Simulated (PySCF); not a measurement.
Worked example: chemical shift, span and skew from a shielding tensor

2-silylethylsilane (C2H10Si2), SMILES [SiH3]CC[SiH3]. Atoms are numbered in the order given.

```xyz
14

Si     0.0530    -2.3125     0.0000
C     -0.5665    -0.5231     0.0000
C      0.5665     0.5231     0.0000
Si    -0.0530     2.3125     0.0000
H      0.8918    -2.5631    -1.2106
H     -1.0892    -3.2748     0.0000
H      0.8918    -2.5631     1.2106
H     -1.2198    -0.3868    -0.8803
H     -1.2198    -0.3868     0.8803
H      1.2198     0.3868     0.8803
H      1.2198     0.3868    -0.8803
H     -0.8918     2.5631    -1.2106
H      1.0892     3.2748     0.0000
H     -0.8918     2.5631     1.2106
```

Geometry optimised at B3LYP-D3(BJ)/def2-SVP. Other conformers were not sampled.

GIAO shieldings from PBE/pcSseg-1 (PySCF), non-relativistic, no solvent. The symmetric part of the tensor of Si1 has the principal values 366.3, 371.4, 458.7 ppm. The same nucleus in TMS has σ = 335.4 ppm at this level (PySCF, at its B3LYP-D3(BJ)/def2-TZVP geometry).

Work out the isotropic shielding, the ²⁹Si shift against TMS, the span and the skew.


σ(iso) = (σ11 + σ22 + σ33)/3 = 398.8 ppm. δ = σ(ref) − σ(iso) = 335.4 − (398.8) = -63.4 ppm.
Span Ω = σ33 − σ11 = 92.4 ppm. Skew κ = 3(σ(iso) − σ22)/Ω = 0.89. Tumbling in solution averages the tensor to δ; in a static solid the shielding alone would spread this spin-1/2 line over Ω.
